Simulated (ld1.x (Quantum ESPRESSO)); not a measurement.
## u(r) = r·R(r): atom against pseudo-atom (Ru)

Columns: radius, all-electron u(r) and pseudo u(r) of the 4d shell (level -6.03 eV) of ruthenium in the configuration [Kr] 4d7 5s0.5 5p0.5; PBE, scalar-relativistic, TM semilocal scheme, ld1.x (Quantum ESPRESSO) 7.5.

| r (bohr) | all-electron | pseudo |
| --- | --- | --- |
| 0.208 | 0.3768 | -0.0199 |
| 0.415 | 0.1569 | -0.1375 |
| 0.622 | -0.3076 | -0.3649 |
| 0.830 | -0.6332 | -0.6183 |
| 1.038 | -0.7830 | -0.7907 |
| 1.245 | -0.8126 | -0.8412 |
| 1.453 | -0.7777 | -0.8017 |
| 1.660 | -0.7142 | -0.7246 |
| 1.868 | -0.6409 | -0.6430 |
| 2.075 | -0.5682 | -0.5682 |
| 2.282 | -0.5000 | -0.5000 |
| 2.490 | -0.4377 | -0.4377 |
| 2.698 | -0.3822 | -0.3822 |
| 2.905 | -0.3334 | -0.3334 |
| 3.113 | -0.2904 | -0.2904 |
| 3.320 | -0.2529 | -0.2529 |
| 3.528 | -0.2201 | -0.2201 |
| 3.735 | -0.1916 | -0.1916 |
| 3.943 | -0.1667 | -0.1667 |
| 4.150 | -0.1451 | -0.1451 |
| 4.358 | -0.1262 | -0.1262 |
| 4.565 | -0.1099 | -0.1099 |
| 4.773 | -0.0956 | -0.0956 |
| 4.980 | -0.0832 | -0.0832 |
| 5.188 | -0.0725 | -0.0725 |
| 5.395 | -0.0631 | -0.0631 |

(1) How many radial nodes do the two functions have?

(2) At about which radius was the pseudo-wave matched?

(3) Where does each function peak?

(4) Is the pseudo-wave norm-conserving?

Results:

(1) The all-electron 4d function has n − l − 1 = 1; the pseudo-wave has 0, since the states of the same l below it are removed with the core.

(2) 2.25 bohr, where the columns begin to agree (steps of 0.21 bohr).

(3) Outermost all-electron maximum near 1.25 bohr, pseudo maximum near 1.25 bohr (to the table’s step).

(4) Yes: the TM semilocal scheme keeps the norm inside the radius equal to the all-electron one, which fixes the energy derivative of the logarithmic derivative at the level.
